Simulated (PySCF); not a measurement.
Input for PySCF: R-MP2/6-31G* on C2H2 (SMILES C#C).

```python
from pyscf import gto, scf, dft, mp
from pyscf.data.elements import chemcore

mol = gto.M(
    atom='''
    C     0.12251632   -0.34976199    4.41399030
    C    -0.14871892   -0.18096305    3.26044189
    H     0.36636887   -0.50001892    5.43730785
    H    -0.38835843   -0.03134955    2.23588214
    ''',
    basis='6-31g*',
    cart=True,
    charge=0, spin=0, verbose=3, max_memory=1800)
mf = scf.RHF(mol)
mf.conv_tol = 1e-8
mf.max_cycle = 100
mf.kernel()
if not mf.converged:
    mf = mf.newton().run(mf.mo_coeff, mf.mo_occ)
pt = mp.MP2(mf, frozen=chemcore(mol)).run()
```

Program output:

```
converged SCF energy = -76.8174679049604
E(RMP2) = -77.065952521546  E_corr = -0.248484616585532
E(SCS-RMP2) = -77.0633827124651  E_corr = -0.245914807504677
```

The calculation finished and met its thresholds.

Cost: roughly 0.18 core-seconds.
